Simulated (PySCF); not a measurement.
C2H6F2OSi. Atoms are numbered in the order given.

```xyz
12

C     -2.9006    -0.3710     0.4464
O     -1.5569    -0.0191     0.6529
C     -0.6702    -0.5683    -0.2938
Si     1.0386     0.0650     0.1395
F      2.1093    -0.7105    -0.7986
F      1.1518     1.6365    -0.2271
H     -3.4987     0.1057     1.2363
H     -3.2685    -0.0225    -0.5394
H     -3.0490    -1.4686     0.4990
H     -0.6814    -1.6805    -0.2785
H     -0.9305    -0.2707    -1.3328
H      1.4171    -0.1173     1.5546
```

Coordinates come from a B3LYP-D3(BJ)/def2-SVP optimisation. The structure was generated by enumeration, and PubChem lists no compound with its InChIKey, so it may never have been made. One conformer was computed; it need not be the lowest.

Level of theory: PySCF 2.14.0 with TDDFT-ωB97X/def2-SVPD.

Vertical excitations. Isolated molecule, no solvent.

Give excitation energies, oscillator strengths and character. (The exact figures need the calculation; the answer reports its results.)


```tsv
state	energy (eV)	λ (nm)	f	main pairs
S1	7.48	166	0.006	HOMO→LUMO 52 %, HOMO→LUMO+1 31 %
S2	8.29	150	0.054	HOMO→LUMO 39 %, HOMO→LUMO+1 34 %, HOMO→LUMO+2 13 %
S3	8.33	149	0.004	HOMO−1→LUMO+1 63 %, HOMO−1→LUMO 11 %
S4	8.85	140	0.027	HOMO−1→LUMO+2 43 %, HOMO→LUMO+2 17 %, HOMO−1→LUMO 13 %
S5	8.91	139	0.027	HOMO→LUMO+2 45 %, HOMO−1→LUMO+2 15 %, HOMO→LUMO+3 12 %, HOMO−1→LUMO 7 %
S6	9.17	135	0.001	HOMO→LUMO+3 63 %, HOMO→LUMO+1 12 %
S7	9.25	134	0.013	HOMO−1→LUMO 40 %, HOMO−1→LUMO+1 18 %, HOMO−1→LUMO+2 14 %, HOMO−2→LUMO+1 9 %
S8	9.42	132	0.079	HOMO→LUMO+4 55 %, HOMO→LUMO+5 30 %
S9	9.66	128	0.049	HOMO→LUMO+5 53 %, HOMO→LUMO+4 18 %
S10	9.69	128	0.042	HOMO−2→LUMO+1 32 %, HOMO−2→LUMO 23 %, HOMO−1→LUMO 9 %
T1	7.19	173	0	HOMO→LUMO+1 40 %, HOMO→LUMO 34 %, HOMO→LUMO+3 9 %, HOMO→LUMO+7 6 %
T2	7.90	157	0	HOMO−1→LUMO+1 62 %, HOMO−1→LUMO 11 %
T3	8.17	152	0	HOMO→LUMO 58 %, HOMO→LUMO+1 20 %, HOMO→LUMO+2 10 %
T4	8.46	147	0	HOMO−1→LUMO+2 59 %, HOMO−1→LUMO 11 %
```
Triplets are in the Tamm–Dancoff approximation, which puts them higher than full response would, so one can lie above its singlet here.
